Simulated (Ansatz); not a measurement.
Cartesian coordinates (Å):
```xyz
7

C     -0.8446     0.1444     0.0214
O      0.3381    -0.2641     0.7798
C      1.4364    -0.2807     0.0980
N      2.4561    -0.3118    -0.4750
H     -0.7052     1.1656    -0.3556
H     -1.0109    -0.5567    -0.8064
H     -1.6700     0.1033     0.7378
```
Charge 0, multiplicity 1.

Method: frozen-core CCSD(T)/cc-pVTZ // PBE-D3(BJ)/def2-TZVP run with Ansatz (a quantum-chemistry and plane-wave program).

* **HF energy**: -206.82523 Ha
* **MP2 correlation energy**: -0.74793 Ha

Q: Estimate the CCSD correlation energy, the (T) correction, the total energy and the T1 diagnostic.

A: 
| Property | Value |
|---|---|
| CCSD correlation energy | -0.75923 Ha |
| (T) correction | -0.03520 Ha |
| CCSD(T) total energy | -207.61966 Ha |
| T1 diagnostic | 0.014 |
